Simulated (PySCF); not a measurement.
AsF2GaH2, SMILES [F][Ga]([F])[AsH2]. Atoms are numbered in the order given.

```xyz
6

Ga    -0.7844    -0.0084     0.0000
As     1.5997     0.0626     0.0000
H      1.6217    -0.9892     1.1042
H      1.6217    -0.9892    -1.1042
F     -1.7621     0.0095    -1.4495
F     -1.7621     0.0095     1.4495
```

Geometry optimised at PBE0-D3(BJ)/def2-SVP.

The numbers are results of PBE/def2-TZVP in PySCF, not measurements.

Isolated molecule, no solvent.

```json
{
 "total_energy": "-4360.99889 hartree",
 "point_group": "Cs",
 "highest_occupied_level": "-7.39 eV",
 "lowest_empty_level": "-2.34 eV",
 "orbital_gap": "5.05 eV",
 "dipole_moment": "3.20 D",
 "quadrupole, principal values (traceless, Buckingham form, about the centre of nuclear charge)": "-4.62, -3.33, 7.95 D·Å",
 "mean_static_polarisability": "58.6 bohr³ (8.68 Å³)",
 "polarisability_principal_values": "46.7, 53.2, 75.8 bohr³"
}
```
